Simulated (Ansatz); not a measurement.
Te₃⁻, relaxed as a doublet with UKS PBE0-D4/def2-SVPD in Ansatz, starting from the GFN2-xTB geometry. Force threshold 0.02 eV/Å.

In the def2 sets Te takes a core potential; there is no spin–orbit coupling. Another isomer (doublet) lies 0.49 eV lower at PBE0-D4/def2-TZVPD; other spin states weren't run for this one.

Start:

Cartesian coordinates in Å:
```
Te 1.460 -0.363 0.654
Te -0.128 0.284 -1.632
Te -1.333 0.079 0.978
```

| step | energy (eV) | largest force component (eV/Å) | SCF passes |
| --- | --- | --- | --- |
| 1 | -21883.5462 | 0.388 | 47 |
| 2 | -21883.5807 | 0.737 | 89 |
| 3 (rejected) | -21883.5676 | 1.918 | 57 |
| 4 | -21883.6467 | 1.465 | 53 |
| 5 | -21883.7212 | 1.537 | 51 |
| 6 | -21883.8396 | 0.915 | 43 |
| 7 | -21883.9162 | 0.153 | 44 |
| 8 | -21883.9229 | 0.031 | 44 |
| 9 | -21883.9229 | 0.011 | 40 |

Force components are those of the run's own axes.

End:

```
atom   x (Å)   y (Å)   z (Å)
 Te1   1.259  -0.312   0.557
 Te2   0.100   0.280  -1.855
 Te3  -1.359   0.032   1.298
```

Bonds lost: Te2–Te3 (atoms count from 1).

No frequencies were taken in this run, so the end may be a saddle point.

Hardware: 4 threads of Intel Xeon on a shared host. Wall time 2.6 min.
